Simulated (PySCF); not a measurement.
Coordinates in bohr (charge 1 multiplicity 3):
```
F     0.0000    0.0000    0.0000
Zn    0.0000    0.0000    3.6208
Zn    0.0000    0.0000   -3.6208
```

All numbers come from PySCF, UB3LYP, basis F def2-SVP, Zn def2-SVP (no relativity, density fitting).

This geometry of [Zn2F]+ is a stationary point at this level.

Question: What is the point group?

Answer: D∞h.

Question: Is it a minimum?

Answer: Yes: all harmonic wavenumbers are real, though the softest, 54 cm⁻¹, leaves little margin.

Question: List the harmonic modes with their infrared intensities.

Answer: 
```tsv
symmetry	ω (cm⁻¹)	IR (km/mol, summed over degenerate members)
πu	54	12.7
σg+	228	0.0
σu+	550	274
```

Question: What are the dipole moment and the gap between the highest occupied and lowest empty levels of either spin?

Answer: 0.00 D about the centre of mass and 1.61 eV.

In D∞h the vibrations span πu + σg+ + σu+. The σg+ mode carries no infrared intensity, as symmetry demands. With a centre of inversion only u modes can be infrared active and only g modes Raman active.

Other isomers or separated fragments may lie lower.
